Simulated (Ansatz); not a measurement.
The same path of GeH4NO (7 atoms, charge -1, multiplicity 1) was run twice with different band settings. Lost on the way: Ge2–O3, Ge2–H6. Made: O3–H6.

All numbers below come from Ansatz 0.2.0, RKS PBE0-D4/def2-SVP.

Relaxed end points:

```xyz
7
Properties=species:S:1:pos:R:3
N -1.503 -0.460 -0.223
Ge -0.047 0.409 0.244
O 1.530 -0.534 -0.033
H -1.530 -0.467 -1.253
H 0.413 1.788 -0.403
H -0.060 0.699 1.791
H 1.197 -1.435 -0.123
```

```xyz
7
Properties=species:S:1:pos:R:3
N -0.375 0.039 -0.372
Ge -0.883 1.665 0.109
O 1.143 -1.676 1.061
H -0.582 -0.170 -1.353
H -1.547 2.238 -1.307
H 1.744 -0.981 1.347
H 0.500 -1.115 0.515
```

Common settings: spring 5.0 eV/Å²; optimiser quadratic models (default); start path through a guess of the saddle point; force threshold 0.03 eV/Å; iteration limit 60; end points relaxed.

| run | movable images | climbing image |
| --- | --- | --- |
| 1 | 7 | yes |
| 2 | 1 | no |

Q: What does each run give, and how far can it be trusted?

A: Run 1: converged after 42 iterations, highest image 2.168 eV above the first end. Neighbouring images differ by up to 1.8 eV, so the band resolves the path poorly. A vibrational analysis at the climbing image gives one clearly imaginary mode, 1188i cm⁻¹: a first-order saddle point.
Run 2: converged after 27 iterations, highest image 0.535 eV above the first end. No image climbed, so the highest image needn't sit at the top of the path. A band with more images between the same ends climbed to 2.17 eV, so this one has probably stepped over the top. So few images can step over the top or miss a turn of the path.
The orbitals stay closed-shell, which can raise the energy where a bond breaks towards radicals; this wasn't checked here. Limits of this set-up: an anion without diffuse functions, the dipole of an ion depends on the origin.
